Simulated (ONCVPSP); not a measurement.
**Transferability test, ONCV potential for fluorine (F)**

```
Element                 : F
Generator               : ONCVPSP 4.0.1
Type                    : optimised norm-conserving Vanderbilt (ONCV)
Functional              : PBE
Relativity              : scalar-relativistic
Frozen core             : [He]
Valence charge          : 7
Reference configuration : 2s2 2p4 (charge +1)
Partial waves           : 2s: rc 0.55 bohr, ncon 4, nbas 8, qcut 11.5 1/bohr, 2 projectors, debl 2.6 Ha; 2p: rc 1.35 bohr, ncon 4, nbas 9, qcut 12 1/bohr, 2 projectors, debl 1 Ha; d scattering state at 0.18 Ha: rc 1.45 bohr, ncon 3, nbas 6, qcut 7.1 1/bohr, 3 projectors, debl 2.4 Ha
Local potential         : polynomial inside 0.55 bohr (lpopt 5, dvloc0 1 Ha)
Core correction         : Teter function, fcfact 1.75, rcfact 1.35
```

In the p channel the program set the typed energies aside and used -1.040, 0.250 Ha.

Energies are relative to the spin-unpolarised reference configuration 2s2 2p4; without spin polarisation the order of configurations can differ from experiment.

```csv
valence configuration,charge,ΔE all-electron (eV),error AE − PS (meV)
2s2 2p5,0,-19.390,+20
2s2 2p2,+3,99.022,+376
2s1 2p6,0,-0.576,+86
```

(1) What are ΔE and the potential's error for 2s2 2p3?

Levels in the configuration 2s2 2p2:

| level | all-electron (eV) | pseudo (eV) |
| --- | --- | --- |
| 2s | -91.208 | -91.047 |
| 2p | -72.761 | -72.219 |

Note: ghosts flagged at negative energy: s at -495.4 eV; no localised positive-energy state flagged. A true bound ghost makes a file unfit for plane-wave use.

Answers

(1) ΔE = 38.385 eV all-electron; the error (AE − PS) is +59 meV.
